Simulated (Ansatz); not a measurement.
Two isomers of CH6BNSi: A = `[SiH3]C1BN1`, B = `C=NB[SiH3]`.

Computed with Ansatz on PBE0-D4/def2-TZVP structures; ΔE is electronic, products minus reactants. CCSD(T)/CBS adds triple-zeta CCSD(T) − MP2 to the extrapolated MP2 energy (def2 sets, frozen cores). Functionals use def2-TZVPP. B3LYP here is the variant with VWN-RPA as its local correlation; programs differ in this. Each species was taken in one conformer, which may not be the lowest.

(1) Which is lower in electronic energy at CCSD(T)/CBS, and by how much? (Best estimate.)

(2) Give E(B) − E(A) in kJ/mol with PBE-D4, B2PLYP, r2SCAN-D4, PBE0-D4, CCSD(T)/def2-TZVPP, B3LYP, HF/def2-TZVPP. (Best estimate.)

(3) Does the order hold for the free energy at 298.15 K (harmonic terms from PBE0-D4)? (An estimate is asked.)

Largest T1 diagnostic: 0.017.

## Answers

(1) The calculation gave: B, by 52.9 kJ/mol.

(2) Computed: PBE-D4 -67.4, B2PLYP -63.2, r2SCAN-D4 -62.7, PBE0-D4 -53.4, CCSD(T)/def2-TZVPP -59.0, B3LYP -73.2, HF/def2-TZVPP -63.5. None reverses the order clearly.

(3) The calculation gave: Yes: G(B) − G(A) = -55.8 kJ/mol, for one conformer each.

From r2SCAN to r2SCAN0 (25 % exact exchange), in def2-TZVPP and without D4, E(B) − E(A) moves by +12.0 kJ/mol. Leaving LDA and LC-ωPBE aside and taking each functional with its dispersion term where it has one, the values, not all of them listed here, spread over 41.3 kJ/mol, from BLYP-D4 to PBE-QIDH. LDA lies +16.3 kJ/mol from PBE without D4.
